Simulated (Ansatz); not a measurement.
A structure relaxed at PBE0-D4/def2-TZVPD in Ansatz, charge -1, doublet:

```xyz
4

Be    0.551    0.458   -0.859
Be   -0.551   -0.459    0.860
Te    1.354    0.733    1.259
Te   -1.354   -0.733   -1.259
```

(1) Give its formula and point group.

(2) Summarise the bond lengths by kind (pairs closer than 1.2 times the sum of covalent radii, bridged metal pairs left out).

Answers

(1) the cluster Be₂Te₂⁻ (the lowest doublet isomer of a short search). Point group D2h (tolerance 0.1 Å).

(2) 4 × Be–Te 2.28 Å.

In the def2 sets Te takes a core potential; there is no spin–orbit coupling. The structure comes from a short search, and lower isomers may exist.
